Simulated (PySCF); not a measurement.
Bi(Me)2(OH) (C₂H₇BiO), SMILES [CH3][Bi]([CH3])[OH].

Geometry optimised at PBE-D3(BJ)/def2-SVP. The structure was generated by enumeration; whether it is a known compound was not checked. The def2 effective core potentials stand for the cores of Bi; spin–orbit coupling is left out. The values are those of a single conformer.

Two levels are set side by side: PBE/def2-TZVP (PySCF) and CAM-B3LYP/def2-TZVP (PySCF). Same geometry, gas phase. Differences are taken from unrounded values.

```tsv
quantity	CAM-B3LYP	PBE	PBE minus CAM-B3LYP
orbital gap (eV)	8.50	4.44	-4.06
highest occupied level (eV)	-8.39	-6.00	2.39
lowest empty level (eV)	0.11	-1.56	-1.67
dipole moment (D)	2.55	2.27	-0.28
mean polarisability (bohr³)	77.5	79.8	2.3
```

PBE's occupied levels lie high since its potential decays too fast outside the molecule; exact exchange lowers them and widens the gap. Loosely held outer electrons make PBE densities more polarisable. Differences between two approximate levels are no errors against the true value.

Rough cost on one machine, each run with all the roots and properties that it gave: CAM-B3LYP against PBE within a factor of 2.
